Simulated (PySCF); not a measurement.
A structure optimised at PBE-D3(BJ)/def2-SVP, used in a PySCF frequency run:

```xyz
20

C     -3.4031    -1.7603    -0.6436
Si    -2.6068    -0.2347     0.1398
C     -0.7709    -0.0790    -0.3330
C     -0.0705     1.1441     0.2901
Si     1.7632     1.3178    -0.2023
Si     2.9782    -0.6052     0.4090
H     -4.4720    -1.8412    -0.3603
H     -3.3461    -1.7126    -1.7502
H     -2.8915    -2.6871    -0.3131
H     -3.3303     1.0138    -0.3036
H     -2.7140    -0.3086     1.6436
H     -0.2606    -1.0214    -0.0314
H     -0.7019    -0.0477    -1.4434
H     -0.1219     1.1040     1.4004
H     -0.5871     2.0853    -0.0009
H      1.8757     1.5054    -1.6958
H      2.3825     2.5226     0.4628
H      2.8118    -0.8792     1.8825
H      4.4471    -0.4371     0.1213
H      2.4895    -1.8161    -0.3442
```

Q: Write its SMILES and formula.

A: C[SiH2]CC[SiH2][SiH3], C₃H₁₄Si₃

Q: What are its rotational constants (standard atomic weights)?

A: 3.3131, 0.60923, 0.54463 GHz
